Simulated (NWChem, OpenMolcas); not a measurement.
# NWChem → OpenMolcas

This NWChem 7.3.0 job computes singlet SnSiH5O−:

a.nw:
```
start a
title "H5OSiSn hf"
memory 2200 mb
charge -1

geometry units angstrom noautosym nocenter noautoz
Si      -0.737900       1.075100      -0.480800
O        0.586900       0.306200       0.078800
Sn       0.956500      -1.332100       1.108000
H       -1.877900       0.127700      -0.658800
H       -0.424600       1.696400      -1.794600
H       -1.173500       2.142300       0.461900
H        2.665400      -1.489100       0.950500
H        0.097400      -2.583700       0.279200
end

basis spherical bse
* library 3-21G
end

scf
thresh 1e-08
maxiter 80
print low
end

task scf
```

```bash
$ nwchem a.nw > a.out
```

Geometry: relaxed at PBE0-D4/def2-TZVP. This is one conformer, not always the lowest. That shape belongs to the parent species and isn't relaxed for this state.

The run is non-relativistic. Without diffuse functions such a state is poorly described.

It gives a total energy of -6361.049448 Eh.

**Question.** Write the same calculation for OpenMolcas 26.06 as an input file of the program's own.

**Answer.** This input was run:

run.input:
```
* H5OSiSn Hartree-Fock
&GATEWAY
BasLib=$CurrDir
Coord
8
angstrom
Si      -0.737900       1.075100      -0.480800
O        0.586900       0.306200       0.078800
Sn       0.956500      -1.332100       1.108000
H       -1.877900       0.127700      -0.658800
H       -0.424600       1.696400      -1.794600
H       -1.173500       2.142300       0.461900
H        2.665400      -1.489100       0.950500
H        0.097400      -2.583700       0.279200
Basis=3-21G
Group=NoSym
&SEWARD
&SCF
Charge=-1
Thresholds=1e-10 1e-07 1e-07 1e-05
PrOrbitals=1 2
```

```bash
$ export MOLCAS_MEM=1860
$ pymolcas run.input > run.log
```

(Basis files named in the input come from the Basis Set Exchange and aren't shown.)

Its energy is -6361.049448 Eh, the same as the first but for the last digit, at most.
